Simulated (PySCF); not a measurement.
Cd(Br)(SMe) (CH₃BrCdS), SMILES C[S][Cd][Br].

Geometry: B3LYP-D3(BJ)/def2-SVP. The structure was generated by enumeration; whether it is a known compound was not checked. The def2 effective core potentials stand for the cores of Cd; spin–orbit coupling is left out. One conformer was computed; it need not be the lowest.

Level of theory: r2SCAN/def2-TZVP in PySCF.

Symmetry labels are those of the subgroup Cs that the program uses (full group Cs).

Computed valence orbital energies around the gap with their symmetry:
| orbital | symmetry | energy (eV) |
|---|---|---|
| HOMO−7 | A' | -11.15 |
| HOMO−6 | A" | -11.03 |
| HOMO−5 | A' | -9.51 |
| HOMO−4 | A' | -8.83 |
| HOMO−3 | A' | -7.33 |
| HOMO−2 | A" | -7.26 |
| HOMO−1 | A' | -7.23 |
| HOMO | A" | -6.03 |
| LUMO | A' | -2.47 |
| LUMO+1 | A' | -1.42 |
| LUMO+2 | A" | -0.89 |
| LUMO+3 | A' | 0.66 |
